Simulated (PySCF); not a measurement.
CH3Br2ClSn, SMILES [CH3][Sn]([Cl])([Br])[Br], singlet, PBE0/def2-SVP optimised geometry.

```
8

C     -1.56    -2.25     1.68
Sn    -0.81    -1.19     0.00
Cl     1.53    -1.19     0.00
Br    -1.53     1.19     0.00
Br    -1.54    -2.20    -2.14
H     -1.35    -3.32     1.54
H     -2.65    -2.08     1.75
H     -1.06    -1.88     2.58
```

Density from PBE0/def2-TZVP, def2 effective core potentials past Kr run with PySCF 2.14.0 at that geometry. The core electrons that the potentials of Sn replace are not part of the density.

Minimum of the electron density along straight lines between bonded atoms, close to the bond critical point (lines longer than 1.1 times the sum of covalent radii, or with two minima, are not listed):

```csv
bond,length / Å,ρ at the minimum / e bohr⁻³,∇²ρ there / e bohr⁻⁵,position (fraction from the first atom)
C1–Sn2,2.130,0.109,0.09,0.48
Sn2–Cl3,2.342,0.088,…,0.47
Sn2–Br4,2.481,0.079,0.11,0.47
Sn2–Br5,2.481,0.079,0.11,0.47
C1–H6,1.098,0.271,-0.91,0.65
C1–H7,1.098,0.271,-0.91,0.65
C1–H8,1.098,0.271,-0.91,0.65
```

**Question.** What belongs in the gaps?

**Answer.** 
- Sn2–Cl3, ∇²ρ there / e bohr⁻⁵: 0.17
